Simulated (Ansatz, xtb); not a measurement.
Ranking isomers of BrH9Si4

4 gas-phase structures of BrH9Si4, from a drawn sample of its isomers (lower ones may exist). Each was relaxed with GFN2-xTB; where two conformers were screened, the lower at r2SCAN-D4/def2-SVP//GFN2-xTB is listed:

A. `[SiH3][Si]([SiH3])([SiH3])Br`, a singlet
B. `[SiH3][SiH2][SiH]([SiH3])Br`, a singlet
C. `[SiH3][SiH]([SiH3])[SiH2]Br`, a singlet
D. `[SiH3][SiH2][SiH2][SiH2]Br`, a singlet

**Question.** Make a reasoned guess at their ranking by r2SCAN-D4/def2-SVP//GFN2-xTB single-point energy.

**Answer.** Calculated order at r2SCAN-D4/def2-SVP//GFN2-xTB: A (0.000), C (0.023), B (0.094), D (0.117) eV. Less than 1 kcal/mol parts A and C; B and D, so the order within those pairs means little.

Energies above the lowest of each column, in eV; the last columns are at r2SCAN-D4/def2-SVP geometries:

```csv
structure,GFN2-xTB,HF/STO-3G,r2SCAN-D4/def2-SVP//GFN2-xTB,r2SCAN-D4/def2-SVP,CCSD(T)/def2-SVP + ΔMP2/def2-TZVPP
A,0.115,0.053,0.000,0.035,0.022
C,0.006,0.009,0.023,0.000,0.000
B,0.050,0.000,0.094,0.083,0.070
D,0.000,0.014,0.117,0.071,0.062
```

CCSD(T)/def2-SVP + ΔMP2/def2-TZVPP has A and C within 1 kcal/mol of each other at the bottom. CCSD(T)/def2-SVP + ΔMP2/def2-TZVPP orders those it was run on as C (0.000), A (0.022), D (0.062), B (0.070) eV. Less than 1 kcal/mol parts C and A; A and D; D and B, so the order within those pairs means little. Flexible structures stand in one conformer each, not always the lowest. ΔMP2 is the change of the MP2 energy from the smaller to the larger basis.

Over these structures GFN2-xTB departs from r2SCAN-D4/def2-SVP//GFN2-xTB by 0.065 eV on average once a common shift is removed. A GFN2-xTB relaxation took about 0.17 s and the r2SCAN-D4/def2-SVP//GFN2-xTB energy about 4.5 s on a shared host (Ansatz 0.2.0, xtb 6.7.1).
